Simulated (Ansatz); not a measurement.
System: sum formula SiN$_{3}$H$_{5}$F, charge 0, multiplicity 2. It need not be the lowest isomer of its formula. 
Structure (B3LYP-D3(BJ)/def2-TZVP (Ansatz, a program for electronic structure) minimum search):
```
Si
F 1 1.6016
N 1 1.7029 2 113.78
H 3 1.0074 1 120.79 2 91.96
H 3 1.0088 4 111.30 1 150.65
N 1 1.7045 2 104.74 3 -118.59
H 6 1.0069 1 120.88 2 168.18
H 6 1.0077 7 112.29 1 -153.72
N 1 1.7356 2 105.13 6 -117.86
H 9 1.0213 1 115.40 2 -155.36
```
Charge 0, spin multiplicity 2.

Quantity: atomisation energy (electronic, to ground-state atoms), in kcal/mol. Cores are frozen in the correlated levels unless marked. Open shells are spin-unrestricted. Spin-orbit coupling is left out. No relativistic terms. The coupled-cluster limit lacks core correlation, which all-electron functionals hold. CBS(X,Y): correlation extrapolated as X^-3; Hartree-Fock from the larger set. [CCSD(T)-MP2]/basis is that difference in the basis named.

```
level                                                                 program  atomisation energy (kcal/mol)
-------------------------------------------------------------  --------------  -----------------------------
BLYP/def2-TZVPD                                                        Ansatz                          863.2
B3LYP-D4/def2-TZVPD                                            Ansatz + dftd4                          868.1
B3LYP/def2-TZVPD                                                       Ansatz                          860.2
PBE0/6-31G*                                                            Ansatz                          828.5
HSE06-D3(BJ)/def2-TZVPD                                        Ansatz + dftd3                              ?
B2PLYP-D4/def2-TZVPD                                           Ansatz + dftd4                          855.8
RPA@PBE/cc-pV(Q+d)Z                                                    Ansatz                              ?
RI-MP2/CBS(cc-pV(T+d)Z,cc-pV(Q+d)Z)+[CCSD(T)-MP2]/cc-pV(T+d)Z          Ansatz                          864.5
```

Problem. What belongs in the gaps?

Solution. 
- HSE06-D3(BJ)/def2-TZVPD, atomisation energy (kcal/mol): 858.1
- RPA@PBE/cc-pV(Q+d)Z, atomisation energy (kcal/mol): 819.5
